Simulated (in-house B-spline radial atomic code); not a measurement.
# How G0W0 and RPA depend on the start: neutral potassium

Configuration [Ar] 4s1, highest spin. Computed with a B-spline radial code for spherical atoms: all electrons, scalar-relativistic (spin-free one-electron X2C), finite nucleus, each spin shell either full or empty, empty states to l = 9 with an (l + 1/2)⁻⁴ tail; G0W0 by contour deformation at full frequency.

RPA overbinds a lone outer s electron by self-correlation, and G0W0 tends to as well.

```tsv
start	mean-field 4s up (eV)	G0W0 (eV)	QP weight	RPA correlation (Eh)
Hartree-Fock	-4.033	-4.545	0.953	-1.0135
LDA VWN5	-2.628	-4.509	0.687	-1.1738
PBE	-2.542	-4.413	0.610	-1.1706
PBE0	-2.999	?	?	?
r2SCAN	-2.594	-4.530	0.743	-1.144
HSE06	-2.669	-4.482	0.709	-1.1316
B3LYP (VWN-RPA)	-2.912	-4.581	0.824	-1.1338
BHandHLYP	-3.330	-4.601	0.909	-1.0837
CAM-B3LYP	-3.699	-4.628	0.930	-1.1034
LC-wPBE	-4.325	-4.596	0.954	-1.089
PBEsol	-2.543	-4.447	0.626	-1.1713
r2SCAN0	-3.024	?	?	?
```

What G0W0 level, weight and RPA correlation energy follow from the PBE0 start?

G0W0 level -4.592 eV, weight 0.849, RPA correlation -1.123 hartree.

What G0W0 level, weight and RPA correlation energy follow from the r2SCAN0 start?

G0W0 level -4.598 eV, weight 0.856, RPA correlation -1.1074 hartree.

How much of the dependence on the start does G0W0 remove?

The mean-field levels span 1.78 eV and the G0W0 levels 0.214 eV. Against 4.341 eV (NIST, measured) the G0W0 removal energies are off by +0.07 to +0.29 eV, with spin-orbit coupling, Breit and QED terms left out.
